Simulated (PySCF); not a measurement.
## Fe (iron, neutral) across methods

[Ar] 3d5 4s2 4p1, high-spin 7P determinant (an excited configuration). All numbers are calculated (PySCF 2.14, scalar relativity by spin-free X2C-1e, in aug-cc-pVDZ-DK (7s6p4d2f, 59 functions)).

```json
{"method": "r2SCANh", "E (hartree)": "-1272.378", "mean ε 4s α (eV)": "-8.617", "mean ε 4s β (eV)": "-6.734", "mean ε 4p α (eV)": "-3.545", "Σ⟨r²⟩ (bohr²)": "46.50", "⟨S²⟩": "12.016"}
{"method": "HSE06", "E (hartree)": "-1272.216", "mean ε 4s α (eV)": "-8.588", "mean ε 4s β (eV)": "-6.785", "mean ε 4p α (eV)": "-3.405", "Σ⟨r²⟩ (bohr²)": "46.68", "⟨S²⟩": "12.007"}
{"method": "PBE", "E (hartree)": "-1272.162", "mean ε 4s α (eV)": "-7.973", "mean ε 4s β (eV)": "-6.411", "mean ε 4p α (eV)": "-3.018", "Σ⟨r²⟩ (bohr²)": "46.88", "⟨S²⟩": "12.007"}
{"method": "LDA", "E (hartree)": "-1269.848", "mean ε 4s α (eV)": "-8.159", "mean ε 4s β (eV)": "-6.625", "mean ε 4p α (eV)": "-3.024", "Σ⟨r²⟩ (bohr²)": "46.53", "⟨S²⟩": "12.007"}
{"method": "PBE0", "E (hartree)": "-1272.198", "mean ε 4s α (eV)": "-8.953", "mean ε 4s β (eV)": "-7.149", "mean ε 4p α (eV)": "-3.793", "Σ⟨r²⟩ (bohr²)": "46.65", "⟨S²⟩": "12.008"}
{"method": "r2SCAN", "E (hartree)": "-1272.384", "mean ε 4s α (eV)": "-8.254", "mean ε 4s β (eV)": "-6.437", "mean ε 4p α (eV)": "-3.268", "Σ⟨r²⟩ (bohr²)": "46.50", "⟨S²⟩": "12.017"}
{"method": "BHandHLYP", "E (hartree)": "-1272.410", "mean ε 4s α (eV)": "-9.674", "mean ε 4s β (eV)": "-8.021", "mean ε 4p α (eV)": "-4.259", "Σ⟨r²⟩ (bohr²)": "46.96", "⟨S²⟩": "12.006"}
```
